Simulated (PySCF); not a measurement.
# `F[C@@H]1C=NC[C@H]1F`, C₄H₅F₂N

Geometry:
```tsv
atom	x (Å)	y (Å)	z (Å)
F1	-1.812	-1.019	-0.800
C2	-1.060	-0.325	0.117
C3	-0.841	1.110	-0.316
N4	0.358	1.462	-0.435
C5	1.251	0.378	-0.128
C6	0.379	-0.855	0.207
F7	0.649	-1.307	1.476
H8	-1.581	-0.401	1.079
H9	-1.658	1.782	-0.514
H10	1.862	0.654	0.735
H11	1.916	0.219	-0.978
H12	0.537	-1.700	-0.470
```

Computed, not measured: TDDFT PBE0/def2-SVPD circular dichroism and optical rotation, one conformer, gas phase (PySCF 2.14.0). Geometry: GFN2-xTB.

States above about 7.9 eV lie in this functional's continuum (it starts at minus the energy of the highest occupied orbital, well below the true ionisation energy for most functionals) and depend on the basis.

Draw the ECD and absorption spectra from the lowest 12 states, each a Gaussian of half-width 0.3 eV at 1/e height.


| E (eV) | λ (nm) | Δε (L mol⁻¹ cm⁻¹) | ε (L mol⁻¹ cm⁻¹) |
| --- | --- | --- | --- |
| 4.51 | 275 | +0.25 | 8.19 |
| 4.61 | 269 | +0.69 | 22.3 |
| 4.71 | 263 | +1.49 | 48.5 |
| 4.81 | 258 | +2.60 | 84.5 |
| 4.91 | 252 | +3.63 | 118 |
| 5.01 | 247 | +4.06 | 132 |
| 5.11 | 243 | +3.63 | 118 |
| 5.21 | 238 | +2.60 | 84.5 |
| 5.31 | 233 | +1.49 | 48.5 |
| 5.41 | 229 | +0.69 | 22.3 |
| 5.51 | 225 | +0.25 | 8.19 |
| 5.61 | 221 | +0.07 | 2.41 |
| 5.71 | 217 | +0.02 | 0.569 |
| 5.81 | 213 | 0.00 | 0.107 |
| 5.91 | 210 | 0.00 | 0 |
| 6.01 | 206 | 0.00 | 0 |
| 6.11 | 203 | 0.00 | 0 |
| 6.21 | 200 | 0.00 | 0.0925 |
| 6.31 | 196 | 0.00 | 0.706 |
| 6.41 | 193 | 0.00 | 4.31 |
| 6.51 | 190 | -0.02 | 21.1 |
| 6.61 | 188 | -0.08 | 82.5 |
| 6.71 | 185 | -0.24 | 259 |
| 6.81 | 182 | -0.63 | 651 |
| 6.91 | 179 | -1.32 | 1310 |
| 7.01 | 177 | -2.36 | 2140 |
| 7.11 | 174 | -3.73 | 2810 |
| 7.21 | 172 | -5.43 | 3050 |
| 7.31 | 170 | -7.49 | 2840 |
| 7.41 | 167 | -9.65 | 2510 |
| 7.51 | 165 | -11.57 | 2530 |
| 7.61 | 163 | -13.33 | 3250 |
| 7.71 | 161 | -15.57 | 4710 |
| 7.81 | 159 | -18.35 | 6440 |
| 7.91 | 157 | -20.35 | 7560 |
| 8.01 | 155 | -20.01 | 7390 |
| 8.11 | 153 | -17.16 | 6090 |
| 8.21 | 151 | -12.70 | 4460 |
| 8.31 | 149 | -6.54 | 3260 |
| 8.41 | 147 | +2.84 | 2640 |
| 8.51 | 146 | +15.73 | 2380 |
| 8.61 | 144 | +28.65 | 2200 |
| 8.71 | 142 | +35.67 | 1960 |

Δε uses R in velocity form, ε uses f in length form. Only the states computed contribute, so the short-wavelength end is incomplete.
